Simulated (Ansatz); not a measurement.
Reaction (formal exchange of groups at a C–Cl bond): `ClCCl` + `C[SiH2]F` → `C[SiH](F)CCl` + HCl

Computed with Ansatz on PBE0-D4/def2-TZVP structures; ΔE is electronic, products minus reactants. CBS: MP2 limit from def2 TZ/QZ plus the TZ coupled-cluster correction, frozen cores. This one scheme is used for every species. DFT in def2-TZVPP. B3LYP here is the variant with VWN-RPA as its local correlation; programs differ in this. One conformer a species, not always the lowest.

| level | ΔE (kJ/mol) |
| --- | --- |
| B3LYP | -64.5 |
| HF/CBS(def2) | -65.9 |

(1) What does CCSD(T)/CBS give? (An estimate is asked.)

Largest T1 diagnostic among the species: 0.010.

## Answers

(1) Computed: -75.2 kJ/mol. The listed levels differ from it by 10.7, 9.3 kJ/mol.

The D4 term adds −6.9 kJ/mol with B3LYP and −4.1 kJ/mol with PBE0; it sums over pairs of atoms, weighted by their polarisabilities, and B3LYP, whose exchange is more repulsive, gets the larger term. In def2-TZVPP, CCSD(T) changes the Hartree–Fock value by −9.8 kJ/mol (the triples alone add +0.2 kJ/mol) and MP2 by −9.8 kJ/mol.
